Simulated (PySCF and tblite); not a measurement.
Values are calculated unless marked as measured or tabulated.
Barrier and rate of a rearrangement

System: C₂H₃F₃O₂Si, numbered as in [O:1]=[C:2]([O:3][SiH3:4])[C:5]([F:6])([F:7])[F:8].

Motion: shift of Si4 from O3 to O1. Geometries: B3LYP-D3(BJ)/def2-SVP; energies: PBE0/pcSseg-1 + D3(BJ), IEF-PCM chloroform; zero-point and thermal terms from GFN2-xTB harmonic modes (soft modes blended into free rotors). Rate constants are transition-state-theory values, counting equivalent paths, without tunnelling. Run with tblite and PySCF.

```
 point  symmetry  E(GFN2) kcal/mol  E(DFT) kcal/mol  ZPE change kcal/mol  lowest mode cm⁻¹  dipole D
 start        Cs               0.0              0.0                 0.00                24      3.16
saddle        Cs              14.4             17.8                 0.18              316i      0.84
   end        Cs               0.0              0.0                 0.00                24      3.16
```

```
Electronic barrier                                      : 17.8 kcal/mol
Barrier with zero-point energy                          : 18.0 kcal/mol
ΔH‡ (298 K)                                             : 17.5 kcal/mol
ΔS‡ (298 K, symmetry apart)                             : -2.0 cal/(mol K)
Paths                                                   : 2 equivalent paths
End point                                               : the same structure with atoms interchanged, or its mirror image
Mean lifetime of the start against this motion at 298 K : 1.5 s
Cost                                                    : 4.4 min on 1 thread of Arm Neoverse V1, on a host shared with other jobs (rough), peak memory 0.81 GiB, launched as `OMP_NUM_THREADS=1 python ens_run.py task.json out`
```

```
T/K  ΔG‡ kcal/mol     k s⁻¹
200          18.0  1.7×10⁻⁷
250          18.1    0.0017
298          18.1      0.67
350          18.2        67
400          18.2      1840
```

ΔG and ΔG‡ leave out symmetry numbers and mirror images; rates count paths: 2 out.
